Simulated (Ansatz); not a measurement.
Stepwise reaction of `F[Si](F)(Cl)S[SiH2]Cl` with hydrogen, as a gas-phase model of exchange steps in deposition or etching. ΔE in kJ/mol.

Program: Ansatz. Geometries: PBE0-D4/def2-TZVP. ΔE: electronic, gas phase. CBS: MP2 limit from def2 TZ/QZ plus the TZ coupled-cluster correction, frozen cores. This one scheme is used for every species. Functionals use def2-TZVPP. B3LYP here is the variant with VWN-RPA as its local correlation; programs differ in this. One conformer a species, not always the lowest.

```
step                                                    reaction  PBE-D4  B3LYP-D4  ωB97M-V  CCSD(T)/CBS
   1  `F[Si](F)(Cl)S[SiH2]Cl` + H₂ → `F[SiH](Cl)S[SiH2]Cl` + H–F   120.2     128.2    129.3        124.1
   2      `F[SiH](Cl)S[SiH2]Cl` + H₂ → `Cl[SiH2]S[SiH2]Cl` + H–F   114.2     122.2    122.0        116.4
```

**Question.** By hand: ΔE of the 2 steps together at CCSD(T)/CBS.

**Answer.** (124.1) + (116.4) = 240.5 kJ/mol, or 120.2 kJ/mol a step.

In ΔE each step is lower than the one before. All are uphill at CCSD(T)/CBS. PBE-D4 differs from CCSD(T)/CBS by -3.9 to -2.2 kJ/mol a step. Isolated molecules leave out the surface, adducts and barriers. Largest T1 diagnostic: 0.011.
